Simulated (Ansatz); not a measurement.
Isolated molecules relaxed with PBE0-D4/def2-TZVP in Ansatz; ΔE leaves out vibrations. CCSD(T)/CBS adds triple-zeta CCSD(T) − MP2 to the extrapolated MP2 energy (def2 sets, frozen cores). This one scheme is used for every species. DFT in def2-TZVPP. Elements past krypton have def2 core potentials. For Nb outer-core shells are correlated without core-valence functions, which leaves a few kJ/mol of doubt a bond. One conformer a species, not always the lowest.

`C[N]=[Nb]([CH3])([NH2])[F]` + `F[Si](S)(Cl)Cl` → `CS[Si](F)(Cl)Cl` + `[CH3][Nb](=[NH])([NH2])[F]`  (substitution at a C–N bond)

Problem. Is it downhill or uphill in electronic energy at CCSD(T)/CBS, and by how much? (Best estimate.)

Solution. Computed: Downhill: ΔE = -0.04 eV.

Problem. What do these levels give: BLYP-D4, r2SCAN-D4, B2PLYP, r2SCANh, r2SCAN0, CCSD(T)/def2-TZVPP? (An estimate is asked.)

Solution. Computed: BLYP-D4 -0.03, r2SCAN-D4 -0.04, B2PLYP 0.02, r2SCANh -0.03, r2SCAN0 -0.04, CCSD(T)/def2-TZVPP 0.00 eV.

Largest T1 diagnostic among the species: 0.020, so the coupled-cluster value is less sure than usual.

At CCSD(T), def2-SVP lies +0.17 eV from the extrapolated value and def2-TZVPP +0.04 eV. Leaving LDA and LC-ωPBE aside and taking each functional with its dispersion term where it has one, the values, not all of them listed here, spread over 0.10 eV, from ωB97M-V to B2PLYP. The D4 term adds −0.04 eV with B3LYP and −0.02 eV with PBE0; it sums over pairs of atoms, weighted by their polarisabilities, and B3LYP, whose exchange is more repulsive, gets the larger term.

B3LYP here is the variant with VWN-RPA as its local correlation; programs differ in this.
